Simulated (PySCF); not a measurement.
How methods differ on the ionisation energy of Cr⁺

Cr⁺ [Ar] 3d5 (6S) → Cr²⁺ [Ar] 3d4 (5D), as a difference of total energies. All numbers are calculated (PySCF 2.14, scalar relativity by spin-free X2C-1e, in cc-pVTZ-DK (7s6p4d2f1g, 68 functions)). Correlated levels: valence: [Ar] frozen. The calculations carry no spin-orbit coupling.

Task: Order these methods by the ionisation energy they give, lowest first.
A. B3LYP
B. M06-L
C. MP2 (valence)
D. SCS-MP2 (valence)

Result: D (15.332 eV), C (15.981 eV), B (16.346 eV), A (16.851 eV).

The reference lies between the lowest fine-structure levels, while these numbers refer to the centres of the terms.

Errors of the correlated levels include the incompleteness of this basis and the frozen core.

For comparison: 16.486 eV (measured; NIST Atomic Spectra Database, ionization energies).
